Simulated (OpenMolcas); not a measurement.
**d3 ions of charge +4 down a group with 6 ammonia ligands in octahedral coordination**

- Program: OpenMolcas
- Method: SS-CASPT2, IPEA 0.25 Eh, imaginary shift 0.1 Eh
- Spin-orbit coupling: RASSI with atomic mean-field integrals over the reference wave functions

The d shell is active; CASPT2 correlates the ligand valence shells and the outer metal core. Anionic complexes are neutralised by point charges behind the ligands. Distances were set from a Shannon-type radius of the metal (high-spin where two are listed, low-spin for CN, NH3 and NCH) plus a fixed donor radius (NH3 1.42 Å). Ligand basis ANO-RCC-VDZP, DKH2 Hamiltonian. Energies in cm-1 above the lowest state or level, χT in cm3 K/mol. Spin-only χT is S(S+1) / 2 for the spin of the ground state.

```csv
Ion,Shell,R (Å),Metal basis,Ground state,First state of that spin,First gap with spin-orbit (degeneracies),χT at 300 K,First state of another spin,Spin-only χT
Mn4+,3d3,1.95,ANO-RCC-VTZP,2S+1 = 4,40380,"0 (2, 2)",1.857,2S+1 = 2: 15230,1.875
Tc4+,4d3,2.06,ANO-RCC-VTZP,2S+1 = 4,49950,"1 (2, 2)",1.822,2S+1 = 2: 11860,1.875
Re4+,5d3,2.05,ANO-RCC-VTZP,2S+1 = 4,55920,"10 (2, 2)",1.602,2S+1 = 2: 11270,1.875
```

χT departs most from the spin-only value for Re4+, by -0.273 cm3 K/mol.

Roots that are degenerate in the reference are averaged as groups; the widest CASPT2 spread within a group is 250 cm-1 (the 2-fold group of multiplicity 2 near 57000 cm-1 above the lowest state of its run, Mn4+). Shifts and gaps below about the spread of the groups concerned are not significant. Over all roots computed the reference weight is 0.66 to 0.68 in Mn4+, 0.67 to 0.69 in Tc4+, 0.68 to 0.70 in Re4+; a low but even weight reflects the number of correlated electrons. Ligand-to-metal charge-transfer states are missing. With no ligand orbital active B as a rule stays too high, so bands that hang on it stand too high and its fall with covalency is understated. With one d shell and no ligand orbital active, 10Dq can be off by a tenth or more. The least metal-like active orbital is 71 % on the metal (Löwdin) and no ligand orbital is active, so the numbers are rough (holds for Mn4+). The least metal-like active orbital is 68 % on the metal (Löwdin) and no ligand orbital is active, so the numbers are rough (holds for Tc4+; Re4+). No measured value stands beside these numbers; the geometry is a model, was not optimised and need not be the one that this ion takes.

A state without a sure symmetry label is named by its multiplicity alone.
